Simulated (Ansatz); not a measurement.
Reaction (ligand exchange at a B–O bond): `BOB[SiH2][AlH2]` + `[BH2][AlH][OH]` → `B[O][AlH][BH2]` + `OB[SiH2][AlH2]`

Program: Ansatz. Geometries: PBE0-D4/def2-TZVP. ΔE: electronic, gas phase. CCSD(T)/CBS adds triple-zeta CCSD(T) − MP2 to the extrapolated MP2 energy (def2 sets, frozen cores). Functionals use def2-TZVPP. HSE06 is defined as in plane-wave codes. Each species was taken in one conformer, which may not be the lowest.

```tsv
level	ΔE (kJ/mol)	difference from CCSD(T)/CBS
PBE-D4	-22.4	5.4
revPBE-D4	-22.8	5.0
B97M-V	-29.0	-1.2
PBE0-D4	-26.6	1.2
BHLYP-D4	-29.2	-1.4
PBE-QIDH	-30.4	-2.6
BLYP	-22.8	5.0
HSE06	-27.1	0.7
CAM-B3LYP	-27.6	0.2
RPA@PBE/def2-TZVPP	-34.4	-6.6
MP2/def2-SVP	-37.0	-9.2
CCSD/def2-SVP	-37.8	-10.0
MP2/def2-TZVPP	-31.0	-3.2
CCSD(T)/def2-TZVPP	-31.3	-3.5
HF/CBS(def2)	-34.7	-6.9
MP2/CBS(def2)	-27.5	0.3
CCSD(T)/CBS	-27.8	0
```

Largest T1 diagnostic among the species: 0.017.

From BLYP to BHLYP (50 % exact exchange), in def2-TZVPP and without D4, ΔE moves by −6.9 kJ/mol. At CCSD(T), def2-SVP lies −9.3 kJ/mol from the extrapolated value and def2-TZVPP −3.5 kJ/mol.
